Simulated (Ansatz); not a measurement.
Input file for Ansatz (a program for electronic structure): R-PBE/def2-TZVPP on H4OPbSi (SMILES [OH][Pb][SiH3]), a point of a torsion scan. Elements past Kr take the def2 small-core potentials; no spin–orbit coupling.

Ansatz 0.2 input:
```yaml
crystal:
  periodic: [false, false, false]
  atoms:
    - {symbol: O, position_ang: [2.46459575, 0.05782345, -0.33995145]}
    - {symbol: Pb, position_ang: [1.24586086, -1.48013247, 0.51187201]}
    - {symbol: Si, position_ang: [-1.04975959, -0.10247099, 0.35518229]}
    - {symbol: H, position_ang: [2.12985648, 0.90008733, -0.63295947]}
    - {symbol: H, position_ang: [-1.26373656, 0.69455714, -0.85537129]}
    - {symbol: H, position_ang: [-2.25430541, -0.94311580, 0.42227594]}
    - {symbol: H, position_ang: [-1.27568983, 0.86736285, 1.43358257]}
basis:
  gaussian:
    orbitals: def2-TZVPP
hamiltonian:
  xc: {name: PBE}
scf: {lower_state_search: off}
```

Program output:

```
WARN ansatz: RAYON_NUM_THREADS=1 ignored (pool sized by the plan → 1); use --threads N
Functional definition: PBE
these checks for a lower state are left out or cut short: stability, starts, cluster_reference, orbital_swaps, neighbouring_geometries, increment
integrals: 0.09 GiB planned
1057 factors; their error is unknown
mean field: 0.61 GiB planned
mean field evaluation 1: about -15223.2353 eV, gradient 7.4e1 eV
mean field evaluation 2: about -15070.1548 eV, gradient 2.1e2 eV
mean field evaluation 4: about -15232.6199 eV, gradient 2.5e1 eV
mean field evaluation 8: about -15234.1078 eV, gradient 4.7e-1 eV
mean field evaluation 16: about -15234.0864 eV, gradient 2.0e-4 eV
mean field -15234.08640243 eV, -559.8423492546 hartree, gradient 1.0e-6 eV, S^2 0.000000; 0 other end points of the search recorded, 0 dependent functions left out
reference -15234.08644799 eV, -559.8423509288 hartree; 24, 24 occupied and 155, 155 virtual orbitals, 1057 factors
Total energy: -15234.08644799 eV, -559.8423509288 hartree
Checks for a lower state left out: stability, starts, cluster_reference, orbital_swaps, neighbouring_geometries, increment
```

The run converged.

Cost: around 2.3 core-seconds (rough).
